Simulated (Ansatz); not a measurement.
Coupled-cluster diagnostics for SiH2Me(NEt2) (C5H15NSi), Ansatz.

Geometry of the singlet (PBE-D4/def2-SVP):

Cartesian coordinates in Å:
```
Si 0.780 -0.679 -1.442
H 2.094 -1.356 -1.141
H -0.110 -1.603 -2.238
C 1.114 0.861 -2.491
H 1.581 0.583 -3.460
H 1.797 1.561 -1.969
H 0.171 1.403 -2.711
N -0.003 -0.386 0.097
C 0.757 -0.076 1.303
C 0.966 1.422 1.563
C -1.453 -0.229 0.179
C -2.158 -1.382 0.902
H 1.747 -0.577 1.233
H 0.256 -0.536 2.186
H 1.544 1.893 0.741
H 0.000 1.961 1.644
H 1.519 1.589 2.511
H -1.715 0.738 0.672
H -1.863 -0.145 -0.851
H -1.977 -2.341 0.376
H -1.792 -1.494 1.943
H -3.254 -1.210 0.952
```

Correlated methods freeze 11 core orbitals.

**Question.** Estimate the CCSD(T) correlation energy, the shares of MP2 and (T), T1 and the reference's ⟨S²⟩ for: charge 0, singlet, own geometry in def2-SVP; and the rough time on 4 threads of Intel Xeon on a shared host.

**Answer.** 
```
                          state     basis  correlation (eV)  MP2 share (%)  (T) share (%)     T1  ⟨S²⟩ (pure)  wall time
charge 0, singlet, own geometry  def2-SVP           -30.732           88.5            2.9  0.009  0.00 (0.00)    1.9 min
```
Customary marks for T1 are 0.02 (closed shells), 0.045 (open shells) and about 0.05 (3d metals). T1 stays under 0.02 throughout.
